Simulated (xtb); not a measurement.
Sn(H)2(F)(OH) (FH3OSn), SMILES [OH][SnH2][F]. All values are semi-empirical tight-binding results from xtb (GFN2-xTB unless named), good for trends rather than for accurate numbers. The structure is a stationary point at GFN2-xTB. One conformer was computed; it need not be the lowest.

Optimised geometry:

Bonded distances (Å): Sn1–O2 1.921, Sn1–F3 1.937, Sn1–H4 1.666, Sn1–H5 1.666, O2–H6 0.958. Angles (°): O2–Sn1–F3 99.1, O2–Sn1–H4 112.1, O2–Sn1–H5 112.1, F3–Sn1–H4 106.1, F3–Sn1–H5 106.1, H4–Sn1–H5 118.8, Sn1–O2–H6 113.8.
Charge 0, spin multiplicity 1.

For metal compounds this method's bond lengths and energies can be far off.

The point group as xtb finds it is Cs and the orbital gap comes out as 5.64 eV. The zero-point energy comes out as 15.5 kcal/mol. The G − E(el) at 298.15 K (modified RRHO) is -2.9 kcal/mol.

Computed atomic charges and the Wiberg bond orders between heavy atoms:
charges (e) Sn1 0.37, O2 -0.47, F3 -0.33, H4 0.05, H5 0.05, H6 0.33. Bond orders Sn1–O2 0.98, Sn1–F3 0.88.
